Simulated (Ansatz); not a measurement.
H3O2 (SMILES O[OH2+]) moved off its minimum; all values from Ansatz (a first-principles code), cores frozen in correlated methods.
(charge 1, multiplicity 1)
```xyz
5

O      0.67238    -0.33810     0.26618
O     -0.59426     0.24024    -0.32748
H      1.36439    -0.22625    -0.34640
H     -0.82024     0.97024     0.33282
H     -1.23976    -0.44334    -0.24776
```

| level | largest force (eV/Å) | on atom | rms difference from CCSD(T)/aug-cc-pVTZ (eV/Å) | dipole (D) |
|---|---|---|---|---|
| HF/def2-TZVPP | 4.21 | O2 | 0.880 | - |
| PBE/def2-TZVPP | 4.53 | O1 | 0.219 | - |
| r2SCAN/def2-TZVPP | 4.23 | O1 | 0.064 | - |
| B3LYP/def2-TZVPP | 4.15 | O1 | 0.115 | - |
| wB97M-V/def2-TZVPP | 4.28 | O1 | 0.257 | - |
| MP2/aug-cc-pVTZ | 4.50 | O1 | 0.253 | - |
| CCSD(T)/aug-cc-pVTZ | 4.18 | O1 | 0.000 | - |

The differences count from one level among others, with limits of its own. Forces at CCSD(T)/aug-cc-pVTZ (eV/Å):

```csv
atom,Fx,Fy,Fz
O1,-3.104,-0.613,2.738
O2,2.670,2.306,0.362
H3,1.356,0.835,-2.674
H4,0.299,-0.657,-0.649
H5,-1.221,-1.871,0.224
```
